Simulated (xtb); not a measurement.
xtb input:

```bash
xtb mol.xyz --gfn 2 --sp --chrg 1 --uhf 0
```
mol.xyz:
```
2

Ge    -0.00000000    -0.00000000    -1.50938001
I      0.00000000     0.00000000     0.91132378
```

Question: Which total energy does the run end on?

Answer: -5.33019 Eh (GFN2-xTB).
